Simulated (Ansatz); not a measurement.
Abridged output of a molecular run in Ansatz:

```
Functional definition: HF
791 factors; integrals over basis functions are off by at most 1.4e-3 eV
mean field evaluation 1: about -64419.9687 eV, gradient 1.3e1 eV
mean field evaluation 2: about -64419.9690 eV, gradient 1.3e1 eV
mean field evaluation 4: about -64420.8780 eV, gradient 2.1e0 eV
mean field evaluation 8: about -64420.8872 eV, gradient 2.8e-4 eV
mean field -64420.88715461 eV, -2367.4239368861 hartree, gradient 1.2e-6 eV, S^2 0.000000; 0 other end points of the search recorded, 0 dependent functions left out
14 core orbitals not correlated: weight in the atoms' cores, before any rotation towards them, 1.000 or more for the frozen orbitals, at most 0.000 for the correlated occupied ones
reference -64420.88715461 eV, -2367.4239368861 hartree; 12, 12 occupied and 54, 54 virtual orbitals, 791 factors
second order -9.42713470 eV of doubles, -0.00000000 eV of singles
cycle   1  -9.95933997 eV  change   -5.3e-1 eV  update   8.4e-2
cycle   2  -10.39901189 eV  change   -4.4e-1 eV  update   2.7e-2
cycle   3  -10.43487935 eV  change   -3.6e-2 eV  update   1.0e-2
cycle   4  -10.43224090 eV  change    2.6e-3 eV  update   2.7e-3
cycle   5  -10.43231322 eV  change   -7.2e-5 eV  update   6.2e-4
cycle   6  -10.43188571 eV  change    4.3e-4 eV  update   1.8e-4
cycle   7  -10.43183966 eV  change    4.6e-5 eV  update   4.2e-5
cycle   8  -10.43185490 eV  change   -1.5e-5 eV  update   9.6e-6
perturbative correction -0.26637500 eV, -0.0097891008 hartree
Total energy: -64431.58538451 eV, -2367.8170895837 hartree
```

Its atoms:

Cartesian coordinates in Å:
```
Si 0.0845 -0.4504 -1.1092
Ge -0.0828 0.4424 1.0883
H 1.4591 -0.9635 -1.3489
H -0.2164 0.6033 -2.1140
H -0.8814 -1.5675 -1.2812
H 0.2187 -0.6418 2.1365
H -1.4992 0.9833 1.3457
H 0.9174 1.5943 1.2828
```

Question: Which basis set was used?
A. def2-QZVPP
B. def2-SVPD
C. def2-TZVPP
D. def2-SVP

Answer: D. It gives 80 functions.

Question: Write the keys of the input that set method, charge and spin (a neutral closed shell needs none for the last two).

Answer: 
```yaml
correlation: {method: ccsd_t}
```
